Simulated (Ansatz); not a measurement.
Method: frozen-core CCSD(T)/def2-TZVPP // TPSS-D3(BJ)/def2-SVP (Ansatz, a quantum-chemistry and plane-wave program).

Ansatz 0.2 input:
```yaml
crystal:
  periodic: [false, false, false]
  atoms:
    - { symbol: Mo, position_ang: [0.027072, -0.030252, -0.036111] }
    - { symbol: Cl, position_ang: [0.48612, -1.117153, -1.994988] }
    - { symbol: F, position_ang: [1.674831, -0.484775, 0.654259] }
    - { symbol: F, position_ang: [-0.340652, 0.847331, 1.547719] }
    - { symbol: F, position_ang: [0.736912, 1.53456, -0.702003] }
    - { symbol: F, position_ang: [-1.640199, 0.467567, -0.644229] }
    - { symbol: F, position_ang: [-0.699029, -1.561484, 0.686888] }
basis:
  gaussian: { orbitals: def2-TZVPP }
correlation:
  method: ccsd_t
```

Output:

```
Functional definition: HF
1695 factors; integrals over basis functions are off by at most 6.1e-4 eV
mean field evaluation 1: about -27864.5235 eV, gradient 9.1e1 eV
mean field evaluation 2: about -27864.8137 eV, gradient 9.1e1 eV
mean field evaluation 4: about -27879.1685 eV, gradient 9.9e0 eV
mean field evaluation 8: about -27879.4010 eV, gradient 1.5e0 eV
mean field evaluation 16: about -27879.4090 eV, gradient 2.2e-6 eV
mean field -27879.40897195 eV, -1024.5493823772 hartree, gradient 2.3e-6 eV, S^2 0.000000; 0 other end points of the search recorded, 0 dependent functions left out
10 core orbitals not correlated
reference -27879.40897195 eV, -1024.5493823772 hartree; 28, 28 occupied and 215, 215 virtual orbitals, 1695 factors
second order -56.26251410 eV of doubles, -0.00000000 eV of singles
cycle   1  -51.47556193 eV  change     4.8e0 eV  update   3.9e-1
cycle   2  -54.14239296 eV  change    -2.7e0 eV  update   3.2e-1
cycle   3  -54.58691884 eV  change   -4.4e-1 eV  update   6.9e-2
cycle   4  -54.60853038 eV  change   -2.2e-2 eV  update   3.4e-2
cycle   5  -54.55290853 eV  change    5.6e-2 eV  update   1.4e-2
cycle   6  -54.53702286 eV  change    1.6e-2 eV  update   4.6e-3
cycle   7  -54.54344003 eV  change   -6.4e-3 eV  update   2.6e-3
cycle   8  -54.54400663 eV  change   -5.7e-4 eV  update   1.1e-3
cycle   9  -54.54353543 eV  change    4.7e-4 eV  update   6.6e-4
cycle  10  -54.54415655 eV  change   -6.2e-4 eV  update   4.3e-4
cycle  11  -54.54437354 eV  change   -2.2e-4 eV  update   2.7e-4
cycle  12  -54.54400593 eV  change    3.7e-4 eV  update   1.2e-4
cycle  13  -54.54395442 eV  change    5.2e-5 eV  update   4.1e-5
cycle  14  -54.54388305 eV  change    7.1e-5 eV  update   1.6e-5
cycle  15  -54.54385039 eV  change    3.3e-5 eV  update   9.3e-6
perturbative correction -2.84749214 eV, -0.1046434061 hartree
Total energy: -27936.80031449 eV, -1026.6584753140 hartree
```

Cost: roughly 50 core-minutes.
